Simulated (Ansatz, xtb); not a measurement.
# Cl3H3SiSn: which of two isomers lies lower

We compare I, `Cl[Si](Cl)(Cl)[SnH3]`, a singlet, with II, `Cl[SiH2][SnH]([Cl])[Cl]`, a singlet. Both are isolated molecules in the gas phase, relaxed with PBE0-D4/def2-SVP; the shapes shown needn't be the lowest conformers.

I (Å):

```
atom    x (Å)   y (Å)    z (Å)
  Cl  -1.6746  0.7937   0.2115
  Cl   0.2709  0.4347  -2.4696
  Cl  -1.5792  3.1829  -2.1095
  Si  -0.4371  1.7984  -1.0955
  Sn   1.4910  2.9323   0.1516
   H   0.8366  4.0523   1.2642
   H   2.3885  1.7333   0.9745
   H   2.4788  3.7358  -0.9881
```

II (Å):

```xyz
8

Cl   -2.3521    2.8483   -0.5444
Cl   -1.5614    0.1627    2.7718
Cl   -3.6736   -1.2643   -0.0043
Si   -0.9174    1.4180   -0.9242
Sn   -1.4843   -0.6118    0.5530
H     0.4289    1.9446   -0.5673
H    -0.9611    1.0263   -2.3601
H    -0.5424   -2.0393    0.5703
```

Quicker runs give these differences E(II) − E(I): GFN2-xTB −12.5 kcal/mol; HF/STO-3G −21.0 kcal/mol (at GFN2-xTB geometries); r2SCAN-D4/def2-SVP +1.7 kcal/mol (at GFN2-xTB geometries).

Q: Estimate E(II) − E(I) at the level CCSD(T)/def2-SVP + ΔMP2/def2-TZVPP.

A: Calculated at CCSD(T)/def2-SVP + ΔMP2/def2-TZVPP: E(II) − E(I) = +4.4 kcal/mol, so structure I lies lower.

Level by level:

| level | geometry | E(II) − E(I) (kcal/mol) | departure from the last row (kcal/mol) | job, with rough time for the two |
| --- | --- | --- | --- | --- |
| GFN2-xTB | GFN2-xTB | −12.5 | −16.9 | optimisation, 0.43 s |
| HF/STO-3G | GFN2-xTB | −21.0 | −25.4 | single point, 2.2 s |
| r2SCAN-D4/def2-SVP | GFN2-xTB | +1.7 | −2.7 | single point, 4.8 s |
| PBE0-D4/def2-SVP | PBE0-D4/def2-SVP | +3.3 | −1.1 | optimisation, 56 s |
| HF/def2-SVP | PBE0-D4/def2-SVP | −3.4 | −7.8 | part of the CCSD(T) run |
| MP2/def2-SVP | PBE0-D4/def2-SVP | +2.2 | −2.2 | part of the CCSD(T) run |
| CCSD(T)/def2-SVP | PBE0-D4/def2-SVP | +1.5 | −2.9 | single point |
| CCSD(T)/def2-SVP + ΔMP2/def2-TZVPP | PBE0-D4/def2-SVP | +4.4 |  | single point, 66 s |

As drawn, II has 2 Cl–Sn, 2 Si–H in place of 2 Cl–Si, 2 Sn–H.

GFN2-xTB, HF/STO-3G, HF/def2-SVP put the two in the other order. The largest departure from CCSD(T)/def2-SVP + ΔMP2/def2-TZVPP is that of HF/STO-3G, 25.4 kcal/mol. A small imaginary or near-zero mode remains, so no thermal terms are given. The last row adds to CCSD(T) the change of the MP2 difference between the two basis sets, here +2.9 kcal/mol.

The correlated steps freeze 24 core orbitals; the filled d shell of Sn is correlated, in a basis made for valence electrons. Atoms past krypton carry core potentials in the def2 sets, other sets are all-electron and non-relativistic, and no spin–orbit term is included. Run with Ansatz 0.2.0, xtb 6.7.1; the last row on 2 threads of Intel(R) Xeon(R) Platinum 8259CL CPU @ 2.50GHz (Skylake/Cascade Lake) on a shared host.
